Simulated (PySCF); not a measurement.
## Cr²⁺: ionisation energy

Cr²⁺ [Ar] 3d4 (5D) → Cr³⁺ [Ar] 3d3 (4F), as a difference of total energies. Computed with PySCF 2.14 in aug-cc-pVDZ-DK (7s6p4d2f, 59 functions), with scalar relativity by spin-free X2C-1e. Correlated levels: valence: [Ar] frozen. The calculations carry no spin-orbit coupling.

| method | ionisation energy (eV) |
| --- | --- |
| UHF | 29.920 |
| M06-L | 31.004 |
| M06-2X | 31.315 |
| MP2 (valence) | 30.489 |
| SCS-MP2 (valence) | 30.110 |

How much does correlation contribute at MP2 (valence)?

30.489 − (29.920) = 0.569 eV, measured against UHF.

The reference lies between the lowest fine-structure levels, while these numbers refer to the centres of the terms.

Errors of the correlated levels include the incompleteness of this basis and the frozen core.

For comparison: 30.959 ± 0.025 eV (measured; NIST Atomic Spectra Database, ionization energies).
